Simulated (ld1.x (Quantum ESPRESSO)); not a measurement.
# Ti (Z = 22): TM pseudisation with PBE, fully relativistic reference atom.

ld1.x (Quantum ESPRESSO) 7.5 input, shortened:

```
&input
   title='Ti', zed=22., rel=2, dft='PBE', iswitch=3,
   config='[Ar] 3d2 4s2 4p0', rel_dist='average'
 /
 &inputp
   pseudotype=2, tm=.true., lloc=-1, rcloc=0.90,
   nlcc=.false.
 /
3
4S  1  0   2.00   0.00  2.05  2.05  0.0
3P  2  1   6.00   0.00  1.15  1.15  0.0
3D  3  2   2.00   0.00  2.30  2.30  0.0
 &test
   configts(1)='3p6 3d2 4s2 4p0'
 /
```

Open shells are filled in proportion to 2j + 1 (rel_dist='average').

All-electron outer shells of the reference configuration (PBE, scalar-relativistic, ld1.x):

| shell | level (eV) | outermost node (bohr) | outermost maximum (bohr) |
| --- | --- | --- | --- |
| 2p | -444.26 | – | 0.22 |
| 3s | -62.63 | 0.40 | 0.87 |
| 3p | -38.86 | 0.37 | 0.90 |
| 4s | -4.47 | 1.24 | 2.92 |
| 3d | -4.26 | – | 0.98 |
| 4p | -1.47 | 1.39 | 3.80 |

(1) Estimate the cutoffs (Ry, on a coarse ladder) from which the occupation-weighted sum of valence levels, in a spherical-Bessel basis at the reference potential, stays within 10 and 1 mRy of its value at 400 Ry.

(2) What does a ghost test show?

(3) Tests: 3p6 3d2 4s1 4p0; 3p6 3d2 4s0 4p0; 3p6 3d1 4s0 4p0; 3p6 3d2 4s1.5 4p0; 3p6 3d1 4s2 4p1; 3p6 3d2 4s1 4p1; 3p6 3d3 4s1 4p0. Which has the largest error in its energy relative to the reference configuration, and how large is it?

Answers

(1) 80 Ry and 100 Ry.

(2) Ghost state, extra bound levels that the all-electron valence spectrum of the same l lacks: s at -145.9 eV. A true bound ghost makes a file unfit for plane-wave use. The logarithmic derivative shows an extra or strongly shifted pseudo pole above the reference energy (s near 1.20 Ry).

(3) 3p6 3d1 4s0 4p0, with +200 meV (all-electron minus pseudo) on +47.87 eV.
